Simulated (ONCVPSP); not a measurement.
## Building the ONCV potential for N (Z = 7) (LDA (Perdew-Zunger), scalar-relativistic).

ONCVPSP 4.0.1 input, shortened (lines: element, Z, core and valence counts, functional; n l f; lmax; l rc ep ncon nbas qcut; lloc lpopt rc5 dvloc0; l nproj debl; icmod fcfact rcfact), LDA (Perdew-Zunger), scalar-relativistic:

```
  N 7.00    1    2        3      upf
    1    0    2.00
    2    0    2.00
    2    1    3.00
    1
    0    0.70    0.00    4    8    7.60
    1    1.90    0.00    3    7    7.60
    4    5    0.45    2.00
    0    2    1.20
    1    2    2.80
    0    0.00    0.00
```

All-electron outer shells of the reference configuration (LDA (Perdew-Zunger), scalar-relativistic, ld1.x):

| shell | level (eV) | outermost node (bohr) | outermost maximum (bohr) |
| --- | --- | --- | --- |
| 1s | -381.53 | – | 0.15 |
| 2s | -18.42 | 0.32 | 1.02 |
| 2p | -7.24 | – | 0.97 |

Results:

| Quantity | Value |
| --- | --- |
| Cutoffs needed | 94 Ha and 338 Ha (the cutoffs (Ha) at which the residual kinetic energy of the hardest occupied pseudo-wave falls to 1 and 0.1 mHa per electron) |
| Ghost test | ghosts flagged at negative energy: s at -298.2 eV; no localised positive-energy state flagged; a true bound ghost makes a file unfit for plane-wave use |
| Largest excitation error | +1456 meV (all-electron minus pseudo) for 2s2 2p0, out of 4 test configurations |

Generation and tests took about 2.4 s on one core of a shared server CPU.
